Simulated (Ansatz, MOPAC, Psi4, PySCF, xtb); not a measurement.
Noncovalent pair: dimethyl selenide (SMILES C[Se]C) (first 9 atoms) with H2O (SMILES O); geometry from B3LYP-D3(BJ)/def2-TZVP, rigid monomers moved along the line of their centres of mass till Se2···H12 is 2.88 Å.
(charge 0, multiplicity 1):
```tsv
atom	x (Å)	y (Å)	z (Å)
C	-0.8942	1.6941	-0.2074
Se	0.5986	0.4493	0.0682
C	-0.4315	-1.2035	-0.1786
H	-1.6610	1.5131	0.5417
H	-0.4939	2.6989	-0.0909
H	-1.2924	1.5729	-1.2121
H	-1.2179	-1.2564	0.5702
H	0.2617	-2.0312	-0.0455
H	-0.8459	-1.2310	-1.1837
O	-1.3445	0.1714	3.2514
H	-1.0375	0.2161	4.1621
H	-0.5510	0.2928	2.7028
```

| level | interaction energy (kcal/mol) | cost |
|---|---|---|
| AM1 | -1.76 | - |
| GFN1-xTB | -2.09 | - |
| GFN2-xTB | -3.28 | - |
| HF/STO-3G (no counterpoise) | -1.78 | - |
| HF/3-21G (no counterpoise) | -4.27 | - |
| HF/6-31G* | -2.70 | - |
| HF/aug-cc-pVDZ | -2.61 | - |
| PBE/def2-TZVPPD | -4.02 | ×1 |
| PBE-D3(BJ)/def2-TZVPPD | -5.00 | ×1 |
| BP86/6-31G* (no counterpoise) | -4.10 | - |
| r2SCAN-D4/def2-TZVPPD | -4.71 | ×2 |
| B3LYP/6-31G* (no counterpoise) | -4.51 | - |
| B3LYP/def2-TZVPPD | -3.14 | ×1 |
| PBE0/def2-TZVPPD | -3.86 | ×1 |
| wB97M-V/def2-TZVPPD | -4.36 | ×4 |
| MP2/6-31G* | -3.54 | - |
| MP2/6-31G* (no counterpoise) | -4.95 | - |
| CCSD/aug-cc-pVDZ | -3.77 | - |
| CCSD(T)/aug-cc-pVDZ | -4.04 | ×9 |
| SAPT0/aug-cc-pVDZ | -4.52 | - |

The rows run from -5.00 (PBE-D3(BJ)/def2-TZVPPD) to -1.76 kcal/mol (AM1). In aug-cc-pVDZ the value moves HF -2.61, CCSD -3.77, CCSD(T) -4.04, a shift of -1.42 from HF to CCSD(T). The dispersion term adds -0.97 in PBE-D3(BJ). The 4 functionals in def2-TZVPPD without D3 or D4 span 1.22, from wB97M-V to B3LYP.

Interaction energies are E(AB) − E(A) − E(B) at the monomers' geometry in the complex; basis-set methods are counterpoise corrected. Rows marked so take none.

Correlated levels freeze the cores. Filled d and f shells under p-block atoms count as core. Rows in 3-21G, 6-31G*, STO-3G carry no dispersion term and start afresh at each structure (6-31G* with six Cartesian d functions); the Pople sets are all-electron and without relativity. MP2/6-31G* freezes PySCF's default core, which leaves 3d correlated. The state that AM1 reach isn't checked.

Run with Ansatz (a first-principles code) with Gaussian orbitals; MOPAC for AM1 (differences of heats of formation); Psi4 for SAPT; PySCF for 3-21G rows, 6-31G* rows, STO-3G rows, the dispersion terms; xtb for the GFN methods. 

Costs are rough ratios of core time to PBE/def2-TZVPPD (about 8 s over the structures, on one shared machine); a dash marks a level with no comparable run of its own.
